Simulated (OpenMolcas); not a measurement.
# Cr2+ in a point-charge field

Cr2+ among 6 point charges of -2 e arranged as an octahedron (Oh), 1.92 Å from the ion.
```
   1.9200    0.0000    0.0000  -2.00
   0.0000    1.9200    0.0000  -2.00
  -1.9200    0.0000    0.0000  -2.00
   0.0000   -1.9200    0.0000  -2.00
   0.0000    0.0000    1.9200  -2.00
   0.0000    0.0000   -1.9200  -2.00
```

* Program: OpenMolcas 26.06
* Method: CASSCF
* Basis: ANO-RCC-VDZP [5s4p2d1f]
* Scalar Hamiltonian: DKH2, point nucleus
* Active space: 4 electrons in 5 orbitals (3d)
* State averaging: 2S+1 = 5 even, 5 roots; 2S+1 = 3 even, 45 roots; 2S+1 = 1 even, 50 roots
* Spin-orbit coupling: RASSI with atomic mean-field integrals over the reference wave functions

The lowest spin-free states (labels of O, the rotations of Oh), above the lowest:

```json
{"State": "5E", "Degeneracy": "2", "E (cm-1)": "0.0", "Free-ion L (%)": "D (100)"}
{"State": "5T2", "Degeneracy": "3", "E (cm-1)": "8889", "Free-ion L (%)": "D (100)"}
{"State": "3T1", "Degeneracy": "3", "E (cm-1)": "12547", "Free-ion L (%)": "H (49)"}
{"State": "3E", "Degeneracy": "2", "E (cm-1)": "19559", "Free-ion L (%)": "H (93)"}
{"State": "3T1", "Degeneracy": "3", "E (cm-1)": "19824", "Free-ion L (%)": "H (45)"}
{"State": "3T2", "Degeneracy": "3", "E (cm-1)": "20577", "Free-ion L (%)": "F (52)"}
{"State": "1T2", "Degeneracy": "3", "E (cm-1)": "22097", "Free-ion L (%)": "G (53)"}
{"State": "3A2", "Degeneracy": "1", "E (cm-1)": "22536", "Free-ion L (%)": "F (100)"}
{"State": "1E", "Degeneracy": "2", "E (cm-1)": "23102", "Free-ion L (%)": "I (75)"}
{"State": "3A1", "Degeneracy": "1", "E (cm-1)": "23158", "Free-ion L (%)": "G (100)"}
{"State": "3E", "Degeneracy": "2", "E (cm-1)": "26882", "Free-ion L (%)": "G (73)"}
{"State": "1A1", "Degeneracy": "1", "E (cm-1)": "27386", "Free-ion L (%)": "G (42)"}
{"State": "3T1", "Degeneracy": "3", "E (cm-1)": "27727", "Free-ion L (%)": "H (59)"}
{"State": "1A2", "Degeneracy": "1", "E (cm-1)": "29039", "Free-ion L (%)": "I (96)"}
{"State": "1T2", "Degeneracy": "3", "E (cm-1)": "29120", "Free-ion L (%)": "I (62)"}
{"State": "3T2", "Degeneracy": "3", "E (cm-1)": "29361", "Free-ion L (%)": "H (50)"}
{"State": "1T1", "Degeneracy": "3", "E (cm-1)": "30674", "Free-ion L (%)": "I (48)"}
{"State": "3T1", "Degeneracy": "3", "E (cm-1)": "31070", "Free-ion L (%)": "F (34)"}
{"State": "1E", "Degeneracy": "2", "E (cm-1)": "34814", "Free-ion L (%)": "D (54)"}
{"State": "3E", "Degeneracy": "2", "E (cm-1)": "35122", "Free-ion L (%)": "D (73)"}
```

The lowest levels with spin-orbit coupling:

```json
{"E (cm-1)": "0.0", "Degeneracy": "1", "Label": "A1", "2S+1": "5"}
{"E (cm-1)": "5.8", "Degeneracy": "3", "Label": "T1", "2S+1": "5"}
{"E (cm-1)": "11.5", "Degeneracy": "2", "Label": "E", "2S+1": "5"}
{"E (cm-1)": "16.7", "Degeneracy": "3", "Label": "T2", "2S+1": "5"}
{"E (cm-1)": "21.8", "Degeneracy": "1", "Label": "A2", "2S+1": "5"}
{"E (cm-1)": "8792", "Degeneracy": "3", "Label": "T2", "2S+1": "5"}
{"E (cm-1)": "8793", "Degeneracy": "3", "Label": "T1", "2S+1": "5"}
{"E (cm-1)": "8795", "Degeneracy": "1", "Label": "A1", "2S+1": "5"}
{"E (cm-1)": "8965", "Degeneracy": "3", "Label": "T1", "2S+1": "5"}
{"E (cm-1)": "8966", "Degeneracy": "2", "Label": "E", "2S+1": "5"}
{"E (cm-1)": "9076", "Degeneracy": "3", "Label": "T2", "2S+1": "5"}
{"E (cm-1)": "12406", "Degeneracy": "1", "Label": "A1", "2S+1": "3"}
{"E (cm-1)": "12494", "Degeneracy": "3", "Label": "T1", "2S+1": "3"}
{"E (cm-1)": "12632", "Degeneracy": "3", "Label": "T2", "2S+1": "3"}
{"E (cm-1)": "12638", "Degeneracy": "2", "Label": "E", "2S+1": "3"}
{"E (cm-1)": "19556", "Degeneracy": "1", "Label": "A1", "2S+1": "3"}
{"E (cm-1)": "19559", "Degeneracy": "3", "Label": "T2", "2S+1": "3"}
{"E (cm-1)": "19571", "Degeneracy": "3", "Label": "T1", "2S+1": "3"}
{"E (cm-1)": "19704", "Degeneracy": "3", "Label": "T1", "2S+1": "3"}
{"E (cm-1)": "19985", "Degeneracy": "3", "Label": "T2", "2S+1": "3"}
```

Powder χT (cm3 K/mol): 1.33 at 2 K, 2.7 at 10 K, 2.91 at 50 K, 2.93 at 100 K, 2.94 at 200 K, 2.96 at 300 K. The effective moment at 300 K is 2.828 √(χT) = 4.86 μB.

The lowest level has 2S+1 = 5, for which the spin-only value is χT = S(S+1) / 2 = 3.000 cm3 K/mol (g = 2). The computed 2.955 at 300 K differs by -0.045, through orbital momentum, spin-orbit coupling and any other state in reach.

An orbital doublet at a regular site is open to a Jahn-Teller distortion, which this geometry leaves out. Without dynamic correlation the repulsion within the d shell is too large (B by tens of per cent), so at a given field states of lower spin stand too high. This is an electrostatic model: the charges have no orbitals. No measured value stands beside these numbers.
